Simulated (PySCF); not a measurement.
**How methods differ on the ionisation energy of Dy⁵⁵⁺**

Dy⁵⁵⁺ [Ne] 3s1 (2S) → Dy⁵⁶⁺ [Ne] (1S), as a difference of total energies. All numbers are calculated (PySCF 2.14, the spin-free X2C one-electron Hamiltonian (Gaussian nucleus), in an uncontracted even-tempered set (17 s from 14 bohr⁻², ratio 2.5; 12 p from 18 bohr⁻², ratio 2.5; 4 d from 65 bohr⁻², ratio 2.7; 4 f from 97 bohr⁻², ratio 2.7)). Correlated levels: outer shells: 1s2 frozen; virtual orbitals above 40 to 60 times the deepest correlated orbital energy dropped. The calculations carry no spin-orbit coupling.

| method | ionisation energy (eV) |
| --- | --- |
| UHF | 5413.4 |
| LDA | 5416.7 |
| PBE | 5421.2 |
| PBE0 | 5419.4 |
| r2SCAN | 5412.3 |
| r2SCAN0 | 5412.8 |
| B3LYP | 5419.9 |
| MP2 (outer shells) | 5414.2 |
| SCS-MP2 (outer shells) | 5414.1 |

Breit and QED terms and the two-electron picture change are absent.

For comparison: 5412 ± 5 eV (theoretical estimate listed by NIST; NIST Atomic Spectra Database, ionization energies).
